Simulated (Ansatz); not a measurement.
This geometry of F3GeH + H2O (8 atoms, charge 0, multiplicity 1) is a first-order saddle point.

All numbers below come from RKS PBE0-D4/def2-SVP in Ansatz.

```xyz
8
Properties=species:S:1:pos:R:3
Ge -0.480 0.312 -0.238
H -0.449 -1.458 -0.033
F -0.505 0.086 -1.942
F -2.001 0.395 0.555
F -0.028 1.979 -0.198
H 0.490 -1.243 0.389
O 1.041 -0.228 0.744
H 1.932 0.158 0.724
```

(1) Which two structures does it join? (They come from a converged band through this point; their orientation in space is the band's.)

(2) How far does it lie above each of them?

Results:

(1) Bonds broken: Ge1–H2, H6–O7. Bonds formed: H2–H6. F3GeH + H2O becomes F3GeHO + H2.

First end point:

```xyz
8
Properties=species:S:1:pos:R:3
Ge -0.867 0.140 -0.013
H -1.166 -0.938 1.007
F -0.305 -0.337 -1.580
F -2.390 0.835 -0.439
F -0.025 1.562 0.509
H 1.628 -0.822 -0.507
O 1.353 -0.641 0.402
H 1.773 0.202 0.622
```

Last end point:

```xyz
8
Properties=species:S:1:pos:R:3
Ge -0.221 0.790 -0.183
H -0.698 -2.414 0.015
F -0.269 0.204 -1.786
F -1.702 0.378 0.548
F -0.107 2.494 -0.287
H 0.006 -2.304 0.281
O 1.100 0.151 0.736
H 1.891 0.701 0.676
```

(2) 46.7 kcal/mol above the first and 35.6 kcal/mol above the second. This is the barrier of this one path; another mechanism may lie lower. The orbitals stay closed-shell, which can raise the energy where a bond breaks towards radicals; this wasn't checked here.

The run took 5.8 min on 2 threads of Arm Neoverse V2 (shared host), peak memory 0.24 GiB.
